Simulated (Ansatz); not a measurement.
GeH2MePh (C₇H₁₀Ge). The state is a singlet with charge 0. Geometry PBE0-D4/def2-SVP, basis def2-TZVP, Ansatz.

```
run  HOMO (eV)  LUMO (eV)
  A      -6.43      -1.22
  B      -7.23      -0.51
  C      -8.41       0.57
  D      -7.36      -0.42
  E      -6.26      -1.39
```

**Question.** The runs used CAM-B3LYP, PBE, PBE0, r2SCAN, r2SCAN0. Estimate which is which.

**Answer.** A r2SCAN (0 % exact exchange); B PBE0 (25 % exact exchange); C CAM-B3LYP (range-separated); D r2SCAN0 (25 % exact exchange); E PBE (0 % exact exchange). Exact exchange lowers occupied and raises empty levels; among semilocal functionals meta-GGAs tend to open the gap a little, and such runs are hard to tell apart. The gap grows from 4.86 eV (PBE) to 8.98 eV (CAM-B3LYP).
